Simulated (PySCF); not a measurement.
Work out the structure from these simulated measurements.

Formula: C4H6OSSi.

- Dipole: 0.49 D [wB97X-D/def2-SVPD]
- Polarisability: 93.2 au [wB97X-D/def2-SVPD]
- Valence photoelectron: vertical ionisation energy: 8.15 eV [ΔSCF wB97X-D/def2-SVPD]
- NMR, other nuclei: isotropic shieldings of nuclei other than C and H, by class: 229 (1 O), 365 (1 Si), 275 (1 S) ppm [GIAO B3LYP/pcSseg-2]
- 13C NMR: chemical shifts (computed TMS as zero) by class: 177.3 (1 C), 134.1 (1 C), 121.1 (1 C), 115.1 (1 C) ppm [GIAO B3LYP/pcSseg-2]
- Rotational structure: rotational constants A, B, C: 4.723, 1.211, 0.977 GHz [PBE0-D3(BJ)/def2-SVP]

The electronic properties come from PySCF, for the isolated species, density fitting. Levels stand in brackets. The structure is a single PBE0-D3(BJ)/def2-SVP conformer in the gas phase; no vibrational or solvent corrections. NMR classes are plain means over equivalent atoms (diastereotopic ones count apart unless rotation or inversion swaps them), as if these changed places fast.

Task: Give a SMILES that accounts for the data.

Result: Numbering: `[SiH3:1][O:2][c:3]1[cH:4][cH:5][cH:6][s:7]1`. Its formula, C4H6OSSi, gives 3 degrees of unsaturation: 1 ring and 2 π bonds in the structure found (Kekulé form). 4 carbons fall into 4 classes; from least to most shielded: aromatic carbon bearing oxygen [C3] (177.3 ppm), aromatic CH carbon [C5] (134.1 ppm), aromatic CH next to a ring sulfur [C6] (121.1 ppm), aromatic CH carbon [C4] (115.1 ppm). The other shieldings belong to: 229 ppm, silyl ether oxygen [O2]; 365 ppm, oxygen-bound silicon [Si1]; 275 ppm, thiophene-type sulfur [S7]. The first electron is taken from the HOMO, whose largest Löwdin shares are 0.25 on the aromatic CH next to a ring sulfur, 0.20 on the aromatic carbon bearing oxygen, 0.16 on an aromatic CH carbon and 0.16 on the silyl ether oxygen. By its constants the optimised geometry is an asymmetric top. Structure: `s1c(O[SiH3])ccc1`. Computed isomers that give other values at the same levels: `[SiH3]Sc1ccco1` (rotational constant A: 4.364 GHz; this holds for the one conformer computed). The assignments are read from this structure; whether some other isomer fits the data as well wasn't checked.

Conformer computed: `[SiH3:1][O:2][c:3]1[cH:4][cH:5][cH:6][s:7]1`: Si1–O2–C3–C4 171°.
